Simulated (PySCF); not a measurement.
Species: aminodifluoroborane, BF2H2N.
Numbering: `[NH2:1][B:2]([F:3])[F:4]` (hydrogens: H5, H6 on N1)

Method used: EOM-IP-CCSD/aug-cc-pVDZ in PySCF, restricted Hartree–Fock reference, 4 core orbitals frozen, non-relativistic, gas phase, PBE0-D3(BJ)/def2-SVP geometry.

The vertical ionisation energies are 11.34, 14.97, 15.17, 15.49, 17.16, 17.23, 18.33, 18.98 eV.

Q: Which Hartree–Fock orbital leads each hole, and what is its Koopmans value −ε?

A: 
```
leading hole (HF orbital)  Koopmans (eV)  EOM-IP-CCSD (eV)  change (eV)  one-hole share
                     HOMO          12.34             11.34        -1.00            0.95
                   HOMO-2          17.25             14.97        -2.28            0.95
                   HOMO-1          17.01             15.17        -1.84            0.95
                   HOMO-3          17.70             15.49        -2.21            0.95
                   HOMO-5          19.19             17.16        -2.03            0.95
                   HOMO-4          18.52             17.23        -1.29            0.96
                   HOMO-6          20.20             18.33        -1.87            0.95
                   HOMO-7          20.80             18.98        -1.82            0.95
```

Q: Does the order of the lines follow the orbital energies?

A: No: the HOMO-2 hole (14.97 eV) falls below the HOMO-1 hole (15.17 eV); the HOMO-5 hole (17.16 eV) falls below the HOMO-4 hole (17.23 eV). The corrections run from -2.28 to -1.00 eV, with a mean of -1.79 eV over the 8 lines; no line lies above its Koopmans value.

Q: At what kinetic energies would He II light (40.81 eV) eject these electrons?

A: 29.47 eV (HOMO), 25.84 eV (HOMO-2), 25.64 eV (HOMO-1), 25.32 eV (HOMO-3), 23.65 eV (HOMO-5), 23.58 eV (HOMO-4), 22.48 eV (HOMO-6), 21.83 eV (HOMO-7).

Q: What total energy has the lowest final state, and which wavelength reaches it?

A: E(CCSD) + ionisation energy = -280.06767 + 0.41676 = -279.65091 Eh, at the geometry of the initial state. The threshold wavelength is 1239.84 eV nm/11.34 eV = 109.3 nm.

Lines less than 0.15 eV apart could change places at a higher level. One root was sought for each valence orbital with −ε under 21 eV, eight at most, so deeper holes and satellites are missing; no vibrational structure.

The values belong to the conformer `[NH2:1][B:2]([F:3])[F:4]`: H–N1–B2–F3 0°, H–N1–B2–F3 180°.
